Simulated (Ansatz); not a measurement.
Cost and result for the atomization energy of `O[SiH](O)[SiH2][SiH3]` (13 atoms, 12 bonds).

Cartesian coordinates in Å:
```
O -1.2852 1.7819 -1.9383
Si -0.0694 1.0012 -1.1473
O 0.6792 1.9511 -0.0276
Si -0.8015 -0.8447 0.0959
Si 0.9009 -1.5993 1.5088
H -2.0652 2.0115 -1.4302
H 0.8686 0.6418 -2.2421
H 1.1422 2.7307 -0.3411
H -1.9918 -0.4549 0.9080
H -1.2228 -1.9338 -0.8307
H 1.2110 -0.5607 2.5255
H 2.1278 -1.8719 0.7121
H 0.5062 -2.8529 2.2070
```

Total charge 0; spin multiplicity 1. Geometry: relaxed with PBE0-D4/def2-TZVP. It is one conformer, not always the lowest. Program: Ansatz. All runs use 4 threads of an Arm Neoverse V1 on a shared host. Times are those of one run each, without the atoms' runs, and a repeat can differ threefold. Electronic energies, without spin–orbit coupling; frozen cores. CCSD(T)/CBS adds CCSD(T) − MP2 in def2-TZVPP to the MP2 limit, and its time is that of the two runs behind it. T1 = 0.013. B3LYP takes the VWN-RPA correlation (the form of Gaussian; ORCA's B3LYP/G).

CCSD(T)/CBS is a level of theory with its own doubt, some kJ/mol a heavy atom from the limit and from the frozen cores, so smaller differences don't rank the functionals.

| level | functions | wall time | atomization (kcal/mol) | difference from CCSD(T)/CBS | per bond |
| --- | --- | --- | --- | --- | --- |
| PBE-D4/def2-TZVPP (with forces) | 300 | 3.6 s | 1024.0 | -8.0 | -0.7 |
| PBE0-D4/def2-TZVPP | 300 | 5 s | 1012.2 | -19.8 | -1.6 |
| r2SCAN-D4/def2-TZVPP (with forces) | 300 | 7.5 s | 1027.0 | -5.0 | -0.4 |
| B3LYP-D4/def2-TZVPP (with forces) | 300 | 8 s | 1023.3 | -8.7 | -0.7 |
| B2PLYP/def2-TZVPP | 300 | 8.5 s | 1011.3 | -20.7 | -1.7 |
| ωB97X-V/def2-TZVPP | 300 | 12 s | 1034.3 | 2.3 | 0.2 |
| ωB97M-V/def2-TZVPP (with forces) | 300 | 18 s | 1027.3 | -4.7 | -0.4 |
| MP2/def2-QZVPP | 564 | 33 s | 1025.8 | -6.2 | -0.5 |
| CCSD(T)/def2-TZVPP | 300 | 5.5 min | 1001.6 | -30.4 | -2.5 |
| CCSD(T)/CBS(def2) | – | 6.1 min | 1032.0 | 0.0 | 0.0 |

The D4 term adds +11.7 kcal/mol with B3LYP and +6.2 kcal/mol with PBE0; it sums over pairs of atoms, weighted by their polarisabilities, and B3LYP, whose exchange is more repulsive, gets the larger term. In def2-TZVPP, CCSD(T) changes the Hartree–Fock value by +248.0 kcal/mol (the triples alone add +12.1 kcal/mol) and MP2 by +254.0 kcal/mol; breaking electron pairs costs correlation energy, which Hartree–Fock lacks. From PBE to PBE0 (25 % exact exchange), in def2-TZVPP and without D4, the atomization energy moves by −10.8 kcal/mol: exact exchange takes away binding that semilocal exchange gives to molecules.
